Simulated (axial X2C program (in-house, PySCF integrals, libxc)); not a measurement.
# What spin–orbit coupling does to SnB⁻

All values were computed with an in-house all-electron X2C program for linear molecules (integrals from PySCF). Spin-free means the one-electron spin-free X2C Hamiltonian; two-component (2c) means X2C with spin–orbit coupling and atomic mean-field two-electron Coulomb and Gaunt terms, so the difference of the two also holds small scalar two-electron terms. Basis: Sn dyall-acv3z [12s13p10d5f1g], B dyall-av3z [8s7p3d2f] (cores contracted in-house); Gaussian nuclei, density fitting, unrestricted open shells. Masses: Sn 119.902 u, B 11.009 u.

Spin-free state: M_S = 1, Λ = 1 (beyond evenly filled blocks: σα, π+α, π+β, π-α); fragments Sn- + B.

```csv
level,Re (Å),ωe (cm⁻¹),De (eV),μ (D)
PBE0,2.120,600.4,2.708,-3.83
```

Dipoles are positive if B is the positive end and refer to the centre of mass.

Two-component determinant lowest at the distance of the search:

Ω = 2 (⟨Sz⟩ = 0.99, ⟨Lz⟩ = 1.01 at PBE0); fragments Sn- + B.

| level | Re (Å) | ωe (cm⁻¹) | De (eV) | μ (D) |
| --- | --- | --- | --- | --- |
| PBE0 | 2.121 | 596.1 | 2.774 | -3.83 |

(1) From the two tables, how do the constants change at the PBE0 level (2c against spin-free)?

Occupations by symmetry block were frozen at the best pattern of an incomplete PBE0 search. De is counted from the lowest determinant-based energies of the atoms at the same level, without counterpoise correction. Density functionals use the spin component along the axis (collinear). The 2c atoms are single determinants rather than J levels; their spin–orbit lowering is only partly caught, and De is too large by that part. This holds for PBE0. Other states lie close and PBE0, whose exact exchange favours high spin, may order them wrongly; the determinant shown need not be the ground state. The nearest other spin-free determinant of the search, M_S = 0, Λ = 1, lies 0.13 eV up at the distance of the search. Without a current term, density functionals place determinants with orbital angular momentum somewhat too high. With several unpaired electrons one determinant need not be a pure state. Open-shell Ω = 0 determinants with evenly filled partner blocks cannot be reached by this program, so the Ω shown need not be the lowest component. The highest occupied level of some functionals is positive through self-interaction error; at Hartree–Fock it is bound.

Results:

(1) At the PBE0 level Re rises by 0.001 Å and ωe drops by 4.3 cm⁻¹; De is not compared, since the atomic limits differ or miss part of their spin–orbit lowering.
